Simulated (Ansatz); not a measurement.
`C[SiH](O)F` + H₂Se → `C[SiH](F)[SeH]` + H₂O at 500 K and 1 bar (ligand exchange at the Si–O bond).

Calculated with Ansatz (gas phase, PBE0-D4/def2-TZVP geometries, no zero-point term in ΔE). CCSD(T)/CBS is the MP2 limit (def2-TZVPP, def2-QZVPP) plus CCSD(T) − MP2 in def2-TZVPP, frozen cores. This one scheme is used for every species. For Se outer-core shells are correlated without core-valence functions, which leaves a few kJ/mol of doubt a bond. Scalar relativity is left out up to krypton. One conformer a species, not always the lowest.

| species | CCSD(T)/CBS energy (Eh) | H − E (kJ/mol) | S (J/(mol·K)) |
| --- | --- | --- | --- |
| `C[SiH](O)F` | -505.24344 | 204.8 | 370.6 |
| H₂Se | -2401.89790 | 53.1 | 237.8 |
| `C[SiH](F)[SeH]` | -2830.74610 | 192.9 | 402.7 |
| H₂O | -76.37941 | 73.2 | 206.3 |

H − E and S are ideal-gas, rigid-rotor, harmonic terms from PBE0-D4/def2-TZVP, for one conformer and one mirror image of each species. 1 Eh = 2625.50 kJ/mol, R = 8.31446 J/(mol·K).

Q: By hand: ΔE, ΔH, ΔS and ΔG.

A: ΔE = (-2830.74610) + (-76.37941) − (-505.24344) − (-2401.89790) = 0.01583 Eh = 41.6 kJ/mol. Δ(H − E) = 192.9 + 73.2 − 204.8 − 53.1 = 8.2, so ΔH = 49.8 kJ/mol. ΔS = 402.7 + 206.3 − 370.6 − 237.8 = 0.6 J/(mol·K). ΔG = 49.8 − 500 × (0.6)/1000 = 49.5 kJ/mol.

Q: By hand: the equilibrium constant, and the temperature at which ΔG would vanish if ΔH and ΔS stayed fixed.

A: log₁₀ K = −ΔG/(RT ln 10) = -5.2. ΔG = 0 at ΔH/ΔS = 83000 K, far beyond where these terms or the molecules hold.

The number of gas molecules stays the same, so ΔS is small and ΔH decides. A doubt of 5 kJ/mol in ΔE shifts log₁₀ K by 0.5 here. Other conformers and mirror images would add mixing entropy, several J/(mol·K) or more a flexible species. These are equilibria of isolated gas molecules and say nothing of rates. Largest T1 diagnostic: 0.011 (customary marks: 0.02 for closed shells, 0.045 for open ones).
